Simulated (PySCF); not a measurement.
# How the method moves the HOMO and LUMO of n-PeOEt

Species: n-PeOEt, C7H16O.
Numbering: `[CH3:1][CH2:2][CH2:3][CH2:4][CH2:5][O:6][CH2:7][CH3:8]` (hydrogens: H9, H10, H11 on C1; H12, H13 on C2; H14, H15 on C3; H16, H17 on C4; H18, H19 on C5; H20, H21 on C7; H22, H23, H24 on C8)

Geometry (PBE0-D3(BJ)/def2-SVP, Å), atoms numbered from 1 in this order:
```
atom  x, y, z in Å
C1    -3.3006    1.1028    0.1325
C2    -2.4429    0.0288   -0.5175
C3    -0.9597    0.3701   -0.5343
C4    -0.0960   -0.6970   -1.1905
C5     1.3829   -0.3772   -1.1583
O6     1.8057   -0.3250    0.1759
C7     3.1667   -0.0509    0.3631
C8     3.5269    1.4129    0.1775
H9    -2.9974    1.2752    1.1778
H10   -4.3665    0.8281    0.1356
H11   -3.2065    2.0641   -0.3982
H12   -2.5859   -0.9304    0.0110
H13   -2.7891   -0.1468   -1.5520
H14   -0.6004    0.5275    0.4964
H15   -0.8105    1.3323   -1.0584
H16   -0.2525   -1.6655   -0.6847
H17   -0.3995   -0.8381   -2.2424
H18    1.9568   -1.1506   -1.7105
H19    1.5651    0.5871   -1.6759
H20    3.3989   -0.3605    1.3947
H21    3.7810   -0.6849   -0.3095
H22    2.9072    2.0426    0.8337
H23    3.3768    1.7496   -0.8594
H24    4.5841    1.5838    0.4321
```

Basis pcSseg-1 throughout (PySCF), one geometry. The structure is a single PBE0-D3(BJ)/def2-SVP conformer in the gas phase; no vibrational or solvent corrections.

**Question.** How do the orbital energies, the gap and the dipole change with the method?

**Answer.** 
```tsv
method	kind	HOMO (eV)	LUMO (eV)	gap (eV)	μ (D)	SCF cycles
BLYP	GGA	-5.59	0.72	6.31	1.08	14
B97-D	GGA	-5.72	0.87	6.59	1.10	14
KT2	GGA	-5.86	0.63	6.50	1.04	14
KT3	GGA	-5.87	0.61	6.49	1.05	14
B3LYP	global hybrid	-7.01	1.22	8.24	1.17	12
PBE0	global hybrid	-7.25	1.55	8.81	1.19	12
mPW1PW91	global hybrid	-7.29	1.59	8.89	1.20	12
wB97X-D	range-separated hybrid	-9.17	3.37	12.55	1.22	13
HF	Hartree–Fock	-11.20	4.41	15.61	1.38	10
```

The HOMO spans 5.61 eV, from BLYP down to HF, and the gap runs from 6.31 eV (BLYP) to 15.61 eV (HF). Over the methods BLYP (0 %), B97-D (0 %), KT2 (0 %), KT3 (0 %), B3LYP (20 %), PBE0 (25 %), mPW1PW91 (25 %), HF (100 %), a straight line through the gap against the share of exact exchange rises by 0.92 eV for each 10 % (correlation coefficient 1.000). The dipole ranges from 1.04 D (KT2) to 1.38 D (HF). This basis has no diffuse functions.

The vertical ΔSCF ionisation energy at wB97X-D/def2-SVPD is 9.48 eV; −ε(HOMO) comes closest to it with wB97X-D (9.17 eV).
